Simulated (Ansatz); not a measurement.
H$_{8}$Si$_{4}$ (`[SiH2]1[SiH2][SiH2][SiH2]1`). The species carries charge 0 and has multiplicity 1.

```xyz
12

Si   -0.8277   -0.6795    1.2841
Si    0.8640   -1.4180   -0.1935
Si    0.8301    0.6807   -1.2820
Si   -0.8658    1.4171    0.1918
H    -0.4103   -0.6191    2.7126
H    -2.1024   -1.4447    1.1924
H     0.4663   -2.5637   -1.0582
H     2.1573   -1.7470    0.4682
H     2.1049    1.4448   -1.1832
H     0.4184    0.6242   -2.7124
H    -0.4757    2.5672    1.0542
H    -2.1589    1.7380   -0.4741
```

(1) Give the diagnostics of a CCSD(T)/def2-TZVPP run (frozen core, Ansatz). (Best estimate.)

Results:

(1) Ansatz gave: T1 = 0.0148, largest single amplitude 0.036, largest double 0.026, (T) share of the correlation energy 4.0 %, 9 CCSD cycles. The RHF solution is stable towards an unrestricted one. T1 lies under the customary mark of 0.02 for closed shells.
